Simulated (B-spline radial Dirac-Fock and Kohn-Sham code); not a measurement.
**Widths and yields of inner-shell holes in I³⁺**

System: the I³⁺ ion in the configuration 1s2 2s2 2p6 3s2 3p6 3d10 4s2 4p6 4d10 5s2 5p2.

Model: one-electron (LDA, Dirac) transition rates at Dirac-Fock energies. Program: a radial finite-basis atomic code.

Partial widths are in eV. Coster-Kronig decay leaves a hole in the same principal shell; its rates are the weakest part of the model, often 1.5 to 2.5 times too large and more for N holes. Holes without an open Auger channel, or with an unreliable SCF state, are not listed.

| hole | radiative | Auger | Coster-Kronig | total | fluorescence yield | lifetime (fs) |
| --- | --- | --- | --- | --- | --- | --- |
| K (1s) | 9.17 | 1.22 | 0 | 10.4 | 0.883 | 0.0634 |
| L1 (2s) | 0.151 | 1.46 | 1.74 | 3.36 | 0.0449 | 0.196 |
| L2 (2p1/2) | 0.251 | 2.20 | 0.512 | 2.97 | 0.0847 | 0.222 |
| L3 (2p3/2) | 0.238 | 2.49 | 0 | 2.73 | 0.0873 | 0.241 |
| M1 (3s) | 0.00379 | 0.459 | 7.65 | 8.11 | 0.000467 | 0.0812 |
| M2 (3p1/2) | 0.00397 | 0.499 | 4.17 | 4.67 | 0.000850 | 0.141 |
| M3 (3p3/2) | 0.00391 | 0.524 | 4.11 | 4.64 | 0.000843 | 0.142 |
| M4 (3d3/2) | 0.000242 | 0.605 | 0 | 0.605 | 0.000401 | 1.09 |
| M5 (3d5/2) | 0.000208 | 0.616 | 0 | 0.617 | 0.000338 | 1.07 |
| N1 (4s) | 9.63e-05 | 0.0344 | 2.37 | 2.40 | 4.01e-05 | 0.274 |
| N2 (4p1/2) | 0.000287 | 0.0146 | 1.09 | 1.10 | ? | ? |
| N3 (4p3/2) | 0.000235 | 0.0146 | 1.21 | 1.23 | 0.000191 | 0.536 |
| N4 (4d3/2) | 2.92e-06 | 0.00554 | 0 | 0.00555 | 0.000526 | 119 |
| N5 (4d5/2) | 2.65e-06 | 0.00482 | 0 | 0.00483 | 0.000549 | 136 |

Question: What are the fluorescence yield and the lifetime of the N2 (4p1/2) hole?

Answer: The yield is the radiative width over the total, 0.000260, and the lifetime is ħ/Γ = 0.596 fs.

Values without a named source are computed, but for edge energies of neutral atoms, which are taken from tables.
